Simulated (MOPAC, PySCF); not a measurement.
CH₃F₂Ga, SMILES `[F][Ga]([F])[CH3]`, neutral singlet in the gas phase. 

Cartesian coordinates (Å):
```xyz
7

C     -0.9642    -0.0292    -0.0168
Ga     0.9829     0.0213     0.0134
F      1.9420     1.4944     0.0029
F      2.0234    -1.3949     0.0546
H     -1.3308     0.6068    -0.8209
H     -1.3073    -1.0508    -0.1629
H     -1.3458     0.3525     0.9297
```
Charge 0, spin multiplicity 1.

All levels are single points at this geometry (B3LYP-D3(BJ)/def2-TZVP); Pople sets use spherical d functions. Orbital energies aren't observables, and empty levels follow the basis.

B3LYP-D3(BJ)/def2-TZVP in PySCF gives HOMO (eV) = -9.38.

Task: Estimate the HOMO (eV) from each of these levels: B3LYP/LANL2DZ in PySCF; HF/6-31G* in PySCF; AM1 in MOPAC; PM6 in MOPAC; PM7 in MOPAC.

Result: 
```json
[
 {"level": "B3LYP/LANL2DZ in PySCF", "HOMO (eV)": "-9.50"},
 {"level": "HF/6-31G* in PySCF", "HOMO (eV)": "-12.82"},
 {"level": "AM1 in MOPAC", "HOMO (eV)": "-11.15"},
 {"level": "PM6 in MOPAC", "HOMO (eV)": "-12.72"},
 {"level": "PM7 in MOPAC", "HOMO (eV)": "-12.74"}
]
```
